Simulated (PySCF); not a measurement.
EPR parameters of C7H11O

Compound: C7H11O (doublet state).
Z-matrix (Å and degrees, GFN2-xTB geometry), rows numbered from 1:
```
C 
C   1  1.4546
C   2  1.2877  1  145.31
C   3  1.5487  2  124.98  1    -1.11
C   4  1.5224  3  109.27  2  -123.29
C   4  1.5117  3  104.90  2   116.07
C   6  1.5091  4  114.29  3   -85.49
O   6  1.2077  4  122.68  3    91.82
H   1  1.0932  2  111.31  3   -58.08
H   1  1.0925  2  110.47  3  -177.69
H   1  1.0925  2  110.39  3    63.36
H   3  1.0817  2  122.63  1  -179.95
H   4  1.0920  3  108.38  2    -2.03
H   5  1.0883  4  109.99  3   175.60
H   5  1.0873  4  109.82  3   -65.25
H   5  1.0876  4  110.50  3    55.38
H   7  1.0887  6  109.38  4   -70.34
H   7  1.0876  6  109.77  4    48.49
H   7  1.0866  6  110.23  4   169.80
```

The hyperfine couplings belong to this conformer and change with its torsions.

The species is `C/[C]=C\[C@H](C)C(C)=O` [radical].

The calculation used PySCF 2.14.0, UKS B3LYP, pcH-1 on C H O, non-relativistic, mean-field spin-orbit, GIAO. Geometry: GFN2-xTB, one conformer, isolated molecule. GFN2-xTB frequencies show an imaginary mode (69i cm⁻¹), so this geometry is no minimum at that level. Couplings are sensitive to structure, and on GFN2-xTB geometries they can be far from those on DFT ones. The SCF solution wasn't tested for stability.

```json
{"g1, g2, g3": "2.00165, 2.00220, 2.00288", "g_iso": "2.00224", "Form of g": "rhombic: the two nearest values differ by 45 % of g3 − g1", "⟨S²⟩": "0.7586 (exact 0.7500)", "Basis functions": "310"}
```

Hyperfine couplings atom by atom, in 10⁻⁴ cm⁻¹; T1 to T3 are the principal values of the dipolar part; ρ(0) is the spin density at the nucleus (1 × 10⁻⁴ cm⁻¹ = 2.998 MHz):

| atom | isotope | a_iso | T1 | T2 | T3 | Mulliken spin population | ρ(0) (bohr⁻³) |
| --- | --- | --- | --- | --- | --- | --- | --- |
| C1 | 13C | 3.3 | -1.8 | -1.0 | 2.7 | -0.05 | 0.0088 |
| C2 | 13C | 83.3 | -27.3 | -20.5 | 47.8 | 0.98 | 0.2221 |
| C3 | 13C | -2.7 | -5.7 | 0.5 | 5.2 | -0.16 | -0.0073 |
| C4 | 13C | 23.3 | -3.1 | -2.9 | 6.0 | 0.09 | 0.0620 |
| C5 | 13C | -1.8 | -0.1 | -0.1 | 0.2 | 0.00 | -0.0049 |
| C6 | 13C | -1.2 | -0.4 | -0.1 | 0.5 | 0.00 | -0.0033 |
| C7 | 13C | 0.1 | -0.1 | -0.1 | 0.2 | 0.00 | 0.0003 |
| O8 | 17O | -0.4 | -1.6 | 0.6 | 1.0 | 0.01 | 0.0021 |
| H9 | 1H | 17.8 | -1.8 | -1.0 | 2.8 | 0.03 | 0.0120 |
| H10 | 1H | 35.1 | -2.4 | -2.0 | 4.3 | 0.03 | 0.0235 |
| H11 | 1H | 13.5 | -1.8 | -1.1 | 2.9 | 0.02 | 0.0091 |
| H12 | 1H | 36.8 | -2.0 | -1.7 | 3.7 | 0.05 | 0.0247 |
| H13 | 1H | -2.0 | -2.1 | -0.3 | 2.4 | 0.00 | -0.0014 |
| H14 | 1H | 1.9 | -0.3 | -0.2 | 0.6 | 0.00 | 0.0013 |
| H15 | 1H | 0.1 | -0.4 | -0.3 | 0.7 | 0.00 | 0.0000 |
| H16 | 1H | 1.0 | -0.5 | -0.4 | 0.9 | 0.00 | 0.0006 |
| H17 | 1H | 0.0 | -0.3 | -0.2 | 0.6 | 0.00 | 0.0000 |
| H18 | 1H | 0.1 | -0.7 | -0.5 | 1.2 | 0.00 | 0.0001 |
| H19 | 1H | 0.0 | -0.2 | -0.2 | 0.4 | 0.00 | 0.0000 |

Largest spin populations (Mulliken): C2 (+0.98), C3 (-0.16) and C4 (+0.09). No atom but C2 exceeds +0.15.

Axes: g1 points within 11° of the C1–C2 bond and g2 points within 11° of the C3–C4 bond.

Under fast tumbling the dipolar parts average out, and these isotropic splittings remain: 1 × 1H (H12, I = 1/2, 2 lines) with 3.93 mT, 3 × 1H (H9/H10/H11, I = 1/2, 4 lines) with 2.37 mT, 1 × 1H (H13, I = 1/2, 2 lines) with 0.22 mT and 3 × 1H (H14/H15/H16, I = 1/2, 4 lines) with 0.10 mT.

Means are taken over nuclei equivalent by connectivity, which assumes that they swap fast. The three 1H nuclei of mean +66.4 MHz run from 40.5 to 105.2 MHz in the frozen geometry. The three 1H nuclei of mean +2.9 MHz run from 0.2 to 5.7 MHz in the frozen geometry.

The 13C coupling of C2 (249.7 MHz) shows only in satellite lines or after enrichment, since that isotope makes up about 1.07 % of natural carbon.

On an Arm Neoverse V2 with one thread (shared host), this took 92 s (with the writing of density and orbital grids) and 1.1 GiB of memory at its peak.
